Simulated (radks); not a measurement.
The numbers below are computed, except where a source is named.
Question: These are the eigenvalues of the occupied orbitals of an atom or ion with whole-number occupations (hartree). Code: a radial shooting solver on a logarithmic mesh with Libxc functionals. Model: scalar-relativistic Kohn-Sham, PBE, spin-polarised, spherical densities, point nucleus.

orbital  eigenvalue
1s up     -14.73841
1s down   -14.63701
2s up      -1.27460
2p up      -0.83734

Which element is it, and in what charge state? The configuration may be excited. Open shells, if any, are filled with parallel spins first.

Answer: Z = 7, nitrogen, charge +1: N+ in [He] 2s1 2p3. The list shows which subshells hold electrons but not how many an open one holds; the 1s level, -14.738 hartree, gives Z - s = 5.4 by -(Z - s)^2/2, which with screening and relativity narrows Z to a few neighbours, and the depths of the outer levels then fix element, charge and occupations together.
